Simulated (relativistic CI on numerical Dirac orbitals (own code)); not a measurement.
Pt+: what numerical and physical settings do to a radial Dirac CI calculation

Reference input:

```
atom Pt  Z=78  charge=1  electrons=77
nucleus A=195  rms_radius_fm=5.4270
hamiltonian dirac-coulomb  breit=on  qed=on  c_scale=1
orbitals kli  potential=per-configuration
slater_scale 1
correlation none
mixing on
grid step=0.0125 r_max=129.7
scf mixing=0.4 start=green max_iterations=150 tolerance=2e-08 node_fill=0.05
configurations
  [Xe] 4f14 5d9
  [Xe] 4f14 5d8 6s
end
```

Computed lowest total energy -18399.73968 Ha, first excitation 1684.9 cm⁻¹, 25 SCF steps. Runs with settings changed; * marks those that are bad on purpose:

```tsv
Changed	Outcome	Lowest level	ΔE (Ha)	First excitation (cm⁻¹)	SCF steps	Message
grid step 0.008	converged	5d9 2D_5/2	-0.000143	1684.9	25	
node fill of the KLI weights 0	converged	5d9 2D_5/2	0.00957	1668.1	25	
start potential previous, iteration limit 20	converged	5d9 2D_5/2	2.22e-10	1684.9	22	
Breit term off, SCF mixing 0.1	converged	5d9 2D_5/2	-20.7	1444.9	40	
charge 3 *	refused				0	configuration [Xe] 4f14 5d9 has 77 electrons, the ion has 75
iteration limit 1 *	not converged				1	SCF of 1s2 2s2 2p6 3s2 3p6 3d10 4s2 4p6 4d10 4f14 5s2 5p6 5d9 did not converge
```

With so few configurations and no correlation, terms lie too far apart (by 10 to 50 % near neutrality), their order can be wrong, and levels of other configurations are missing.
